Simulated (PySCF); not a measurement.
Compound: C3H6NPSi.
Atom-mapped SMILES: `[CH2:1]=[C:2]([C:3]#[N:4])[SiH2:5][PH2:6]` (hydrogens: H7, H8 on C1; H9, H10 on Si5; H11, H12 on P6)

Computed by this run: PBE0-D3(BJ)/def2-SVP geometry optimisation, gas phase in PySCF; density fitting, grid level 1; the optimiser is geomeTRIC in internal coordinates, started from a GFN2-xTB structure with every atom displaced at random (about 0.01 Å).

Geometry at step 9:
```
atom  x, y, z in Å
C1     -1.5424   -0.0551   -1.1488
C2     -0.7794   -0.0086   -0.0372
C3     -1.1065    0.8862    1.0224
N4     -1.4274    1.6066    1.8780
Si5     0.8105   -1.0267    0.1052
P6      2.5029    0.3649   -0.4706
H7     -2.4292    0.5709   -1.2701
H8     -1.2929   -0.7436   -1.9630
H9      0.7064   -2.1376   -0.8986
H10     0.9247   -1.5824    1.4845
H11     3.5413   -0.4529    0.1009
H12     2.3378    1.1375    0.7335
```

**Question.** What forces act on the atoms?

**Answer.** 
| atom | Fx (eV/Å) | Fy (eV/Å) | Fz (eV/Å) |
| --- | --- | --- | --- |
| C1 | 0.123 | -0.124 | 0.163 |
| C2 | 0.145 | -0.055 | -0.277 |
| C3 | -0.476 | 0.323 | 0.259 |
| N4 | 0.282 | -0.215 | -0.186 |
| Si5 | 0.001 | -0.137 | -0.086 |
| P6 | 0.119 | 0.022 | 0.284 |
| H7 | -0.056 | 0.041 | -0.003 |
| H8 | -0.019 | 0.051 | 0.012 |
| H9 | 0.034 | 0.111 | 0.098 |
| H10 | 0.002 | -0.011 | 0.005 |
| H11 | -0.183 | 0.075 | -0.079 |
| H12 | 0.030 | -0.081 | -0.187 |

The largest, 0.63 eV/Å, acts on C3; the rms over all components is 0.163 eV/Å. The forces sum to zero within rounding, as they must for an isolated molecule in no field.

**Question.** Give the force on C3 in Eh/bohr and in nN.

**Answer.** 0.631 eV/Å ÷ 51.422 = 0.01227 Eh/bohr, and 0.631 eV/Å × 1.602 = 1.01 nN.

**Question.** How far is this geometry from the end of the optimisation?

**Answer.** 0.030 eV above it, and 0.246 Å rms away after alignment. The bonds farthest from their final lengths, with half the difference of the two atoms' forces along the bond (positive lengthens):

| bond | now (Å) | final (Å) | force along bond (eV/Å) |
| --- | --- | --- | --- |
| P6–H12 | 1.440 | 1.430 | -0.22 |
| P6–H11 | 1.440 | 1.430 | -0.20 |
| Si5–H9 | 1.501 | 1.492 | -0.15 |
| C2–C3 | 1.425 | 1.430 | +0.39 |
| C1=C2 | 1.349 | 1.345 | -0.17 |
| C3≡N4 | 1.164 | 1.161 | -0.43 |

The angle farthest from its final value is C3–C2–Si5, 118.3° against 116.5°.

Of the 2 listed bonds off by 0.010 Å or more, this force points towards the final length in 2.

The cost below is that of the whole optimisation. On an Intel Xeon Platinum 8488C with one thread, no GPU, on a shared host, this took 91 s and 0.52 GiB of memory at its peak.
